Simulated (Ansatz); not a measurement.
One change: `ClCBr` becomes `[SiH3]C(Cl)Br`.

Ansatz, PBE0-D4/def2-TZVP geometries, multiplicity 1. 

Scalar relativity is left out up to krypton.

| property | `ClCBr` |
| --- | --- |
| HOMO–LUMO gap (PBE/def2-TZVPP) / eV | 5.32 |
| HOMO energy (ωB97M-V/def2-TZVPP) / eV | -10.58 |
| HOMO–LUMO gap (B3LYP/def2-TZVPP) / eV | 7.15 |
| HOMO energy (PBE0/def2-TZVPP) / eV | -8.31 |
| LUMO energy (PBE/def2-TZVPP) / eV | -1.65 |
| size of the dipole moment (B3LYP/def2-TZVPP) / D | 1.57 |

Task: Give the same properties after the change, and the shifts. (An estimate is asked.)

Result: Ansatz gave: 
```
                                        property  `[SiH3]C(Cl)Br`  shift
             HOMO–LUMO gap (PBE/def2-TZVPP) / eV             4.80  -0.52
           HOMO energy (ωB97M-V/def2-TZVPP) / eV           -10.25   0.33
           HOMO–LUMO gap (B3LYP/def2-TZVPP) / eV             6.59  -0.56
              HOMO energy (PBE0/def2-TZVPP) / eV            -8.03   0.28
               LUMO energy (PBE/def2-TZVPP) / eV            -1.95  -0.30
size of the dipole moment (B3LYP/def2-TZVPP) / D             1.48  -0.09
```

With PBE0 the HOMO rises by 0.28 eV and the LUMO falls by 0.34 eV, so the gap narrows by about 0.62 eV. PBE moves the HOMO by 0.22 eV and ωB97M-V by 0.33 eV. Dipoles are sizes alone; their direction can turn.

B3LYP here is the variant with VWN-RPA as its local correlation; programs differ in this.

Spin–orbit coupling is left out; it splits and shifts lone-pair levels of the heavy atoms by tenths of an eV.
